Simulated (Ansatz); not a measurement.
Cost and result for the atomization energy of ClH4O2Si2, SMILES `O[SiH][SiH](O)Cl` radical (9 atoms, 8 bonds).

Z-matrix (Å, degrees):
```
Si
Si 1 2.335
Cl 1 2.063 2 108.4
O 1 1.640 2 104.5 3 118.8
H 1 1.488 2 117.5 3 -118.1
O 2 1.655 1 107.6 3 56.2
H 2 1.499 1 112.9 3 177.9
H 4 0.959 1 118.2 2 176.2
H 6 0.959 2 117.5 1 161.4
```

The species carries charge 0 and has multiplicity 2. All single points use the PBE0-D4/def2-TZVP geometry. It is one conformer, not always the lowest. Program: Ansatz. Hardware: A = 2 threads of an AMD EPYC 7R13 on a shared host; B = 2 threads of an AMD EPYC 7R13 on a shared host and a share of an NVIDIA H100 80 GB. Times are those of one run each, without the atoms' runs, and a repeat can differ threefold. Electronic energies, without spin–orbit coupling; frozen cores. CCSD(T)/CBS adds CCSD(T) − MP2 in def2-TZVPP to the MP2 limit, and its time is that of the two runs behind it. T1 = 0.014; ⟨S²⟩ of the reference is 0.76. B3LYP takes the VWN-RPA correlation (the form of Gaussian; ORCA's B3LYP/G).

CCSD(T)/CBS is a level of theory with its own doubt, some kJ/mol a heavy atom from the limit and from the frozen cores, so smaller differences don't rank the functionals.

```csv
level,functions,wall time
PBE-D4/def2-TZVPP (with forces) [A],244,5.5 s
MP2/def2-QZVPP [B],444,11 s
r2SCAN-D4/def2-TZVPP (with forces) [A],244,11 s
PBE0-D4/def2-TZVPP [A],244,11 s
B3LYP-D4/def2-TZVPP (with forces) [A],244,12 s
B2PLYP/def2-TZVPP [A],244,13 s
CCSD(T)/def2-TZVPP [B],244,20 s
ωB97X-V/def2-TZVPP [A],244,22 s
ωB97M-V/def2-TZVPP (with forces) [A],244,29 s
CCSD(T)/CBS(def2),–,30 s
```

Q: What atomization energy does each give, and how far from CCSD(T)/CBS? (An estimate is asked.)

A: Ansatz gave: 
| level | atomization (kcal/mol) | difference from CCSD(T)/CBS | per bond |
| --- | --- | --- | --- |
| PBE-D4/def2-TZVPP (with forces) [A] | 741.1 | 5.5 | 0.7 |
| MP2/def2-QZVPP [B] | 744.1 | 8.5 | 1.1 |
| r2SCAN-D4/def2-TZVPP (with forces) [A] | 737.5 | 1.9 | 0.2 |
| PBE0-D4/def2-TZVPP [A] | 726.0 | -9.6 | -1.2 |
| B3LYP-D4/def2-TZVPP (with forces) [A] | 727.8 | -7.8 | -1.0 |
| B2PLYP/def2-TZVPP [A] | 720.4 | -15.2 | -1.9 |
| CCSD(T)/def2-TZVPP [B] | 709.5 | -26.1 | -3.3 |
| ωB97X-V/def2-TZVPP [A] | 736.2 | 0.6 | 0.1 |
| ωB97M-V/def2-TZVPP (with forces) [A] | 733.5 | -2.1 | -0.3 |
| CCSD(T)/CBS(def2) | 735.6 | 0.0 | 0.0 |

From PBE to PBE0 (25 % exact exchange), in def2-TZVPP and without D4, the atomization energy moves by −14.3 kcal/mol: exact exchange takes away binding that semilocal exchange gives to molecules. In def2-TZVPP, CCSD(T) changes the Hartree–Fock value by +188.1 kcal/mol (the triples alone add +11.9 kcal/mol) and MP2 by +207.0 kcal/mol; breaking electron pairs costs correlation energy, which Hartree–Fock lacks. The D4 term adds +9.4 kcal/mol with B3LYP and +4.9 kcal/mol with PBE0; it sums over pairs of atoms, weighted by their polarisabilities, and B3LYP, whose exchange is more repulsive, gets the larger term.
